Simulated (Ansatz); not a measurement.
Mulliken charges of `[F][Ti]([F])([SH])[SH]` from ωB97M-V/def2-TZVPP in Ansatz (PBE0-D4/def2-TZVP geometry).

```json
{"atom": "F1", "x (Å)": "-0.188", "y (Å)": "-1.368", "z (Å)": "-1.649", "charge (e)": "-0.341"}
{"atom": "Ti2", "x (Å)": "-0.024", "y (Å)": "-0.636", "z (Å)": "-0.077", "charge (e)": "0.798"}
{"atom": "F3", "x (Å)": "0.070", "y (Å)": "-1.731", "z (Å)": "1.275", "charge (e)": "-0.341"}
{"atom": "S4", "x (Å)": "-1.800", "y (Å)": "0.703", "z (Å)": "0.405", "charge (e)": "-0.190"}
{"atom": "S5", "x (Å)": "1.851", "y (Å)": "0.643", "z (Å)": "-0.243", "charge (e)": "-0.190"}
{"atom": "H6", "x (Å)": "-1.649", "y (Å)": "1.368", "z (Å)": "-0.758", "charge (e)": "0.132"}
{"atom": "H7", "x (Å)": "1.740", "y (Å)": "1.022", "z (Å)": "1.046", "charge (e)": "0.132"}
```

Q: By hand: the dipole of these point charges (1 e Å = 4.8032 D).

A: Σ q r = (0.023, 0.609, 0.073) e Å, of length 0.614 e Å = 2.95 D.

Q: How does the dipole of the full density compare? (Best estimate.)

A: Ansatz gave: (0.008, 0.215, 0.026) e Å, 1.04 D; the point charges give 2.84 times that, at 0° from its direction.

Point charges leave out the atoms' own dipoles, such as those of lone pairs, and Mulliken's split depends on the basis, so the two needn't agree.
